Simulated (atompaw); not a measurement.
# u(r) = r·R(r): atom against pseudo-atom (Cd)

Columns: radius, all-electron u(r) and pseudo u(r) of the 4d shell (level -12.41 eV) of cadmium in the configuration [Kr] 4d10 5s1.75 5p0.25; LDA (PW92), scalar-relativistic, PAW (atompaw) scheme, atompaw 4.2.0.5.

```csv
r (bohr),all-electron,pseudo
0.115,-0.2985,0.0001
0.231,-0.4776,0.0004
0.346,-0.2320,0.0014
0.462,0.1585,0.0034
0.577,0.5024,0.0066
0.692,0.7423,0.0114
0.808,0.8800,0.0181
0.923,0.9358,0.0268
1.038,0.9368,0.0378
1.154,0.9032,0.0514
1.269,0.8506,0.0674
1.385,0.7880,0.0860
1.500,0.7227,0.1066
1.615,0.6579,0.1291
1.731,0.5953,0.1528
1.846,0.5372,0.1766
1.962,0.4830,0.1996
2.077,0.4339,0.2201
2.192,0.3892,0.2366
2.308,0.3485,0.2477
2.423,0.3121,0.2518
2.538,0.2794,0.2483
2.654,0.2498,0.2373
2.769,0.2235,0.2201
2.885,0.1997,0.1994
3.000,0.1786,0.1786
```

Problem. How many radial nodes do the two functions have?

Solution. The all-electron 4d function has n − l − 1 = 1; the pseudo-wave has 0, since the states of the same l below it are removed with the core.

Problem. Is the pseudo-wave norm-conserving?

Solution. No, it belongs to a PAW set: the norm inside the radius is not constrained, and the difference is carried by the augmentation charge.
